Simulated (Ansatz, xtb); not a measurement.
Molecule: sum formula CrO$_{2}$Cl (charge 0, doublet). The spin state was set by rule; other spins were not relaxed. 
Geometry from a B3LYP-D3(BJ)/def2-TZVP (Ansatz, a first-principles code) optimisation:
```xyz
4

Cr     0.2275    -0.2264     0.2614
O      1.6302    -0.7551    -0.1982
O     -0.4875    -1.0633     1.3779
Cl    -0.8589     1.1753    -0.9242
```
Charge 0, spin multiplicity 2.

Harmonic wavenumbers from GFN2-xTB (xtb, at its own minimum), cm⁻¹: 159, 196, 268, 472, 930, 1065.

**Question.** Give the harmonic wavenumbers at B3LYP-D3(BJ)/def2-TZVP (Ansatz, finite differences of forces, unscaled).

**Answer.** 58, 185, 328, 492, 1051, 1059 cm⁻¹. Zero-point energy 4.5 kcal/mol.

**Question.** From these and the geometry, give the ideal-gas thermochemistry at 298.15 K and 1 atm (rigid rotor, harmonic oscillator).

**Answer.** Point group Cs, rotational symmetry number 1. Rotational constants 8.852, 3.113, 2.316 GHz. S(trans) 40.25, S(rot) 26.02, S(vib) 8.90, S(elec, spin only) 1.38, S 76.5 cal/(mol K). H(298) - H(0) 3.67 kcal/mol; G - E(el) -14.6 kcal/mol.
